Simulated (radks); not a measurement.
Ionisation of the platinum ion Pt2+, [Xe] 4f14 5d8, to [Xe] 4f14 5d7 as the strength of local exchange is varied. Calculated with a radial shooting solver on a logarithmic mesh with Libxc functionals: Dirac Kohn-Sham, Slater X-alpha exchange (alpha = 2/3 is LDA exchange), no correlation, spin-unpolarised, spherical densities, finite nucleus; open shells fill j = l - 1/2 first; Fermi nuclear charge, rms radius 5.427 fm.

alpha = 0.62: E(Pt2+) (hartree) -18399.8282; exchange (hartree) -313.8946; IE (eV) 29.378; -e of the level emptied (eV) 23.217 (5d5/2); <r> of it (bohr) 1.611
alpha = 0.65: E(Pt2+) (hartree) -18415.0233; exchange (hartree) -329.3701; IE (eV) 29.916; -e of the level emptied (eV) 23.711 (5d5/2); <r> of it (bohr) 1.601
alpha = 0.667: E(Pt2+) (hartree) -18423.6397; exchange (hartree) -338.1513; IE (eV) 30.223; -e of the level emptied (eV) 23.994 (5d5/2); <r> of it (bohr) 1.596
alpha = 0.75: E(Pt2+) (hartree) -18465.7692; exchange (hartree) -381.1461; IE (eV) 31.751; -e of the level emptied (eV) 25.405 (5d5/2); <r> of it (bohr) 1.569
alpha = 0.889: E(Pt2+) (hartree) -18536.5503; exchange (hartree) -453.6020; IE (eV) 34.414; -e of the level emptied (eV) 27.879 (5d5/2); <r> of it (bohr) 1.526
alpha = 0.902: E(Pt2+) (hartree) -18543.1847; exchange (hartree) -460.4074; IE (eV) 34.669; -e of the level emptied (eV) 28.118 (5d5/2); <r> of it (bohr) 1.522
alpha = 0.918: E(Pt2+) (hartree) -18551.3534; exchange (hartree) -468.7900; IE (eV) 34.986; -e of the level emptied (eV) 28.413 (5d5/2); <r> of it (bohr) 1.518
alpha = 0.942: E(Pt2+) (hartree) -18563.6136; exchange (hartree) -481.3781; IE (eV) 35.463; -e of the level emptied (eV) 28.859 (5d5/2); <r> of it (bohr) 1.511

NIST Atomic Spectra Database: 29 +/- 1.6 eV (theoretical). The central value is not met in this range of alpha. Spin polarisation and multiplet splitting are left out, so open shells lie too high by an amount that depends on their filling.

Beside tabulated values, note that spin-unpolarised runs miss the spin-polarisation part of the exchange energy of open shells.
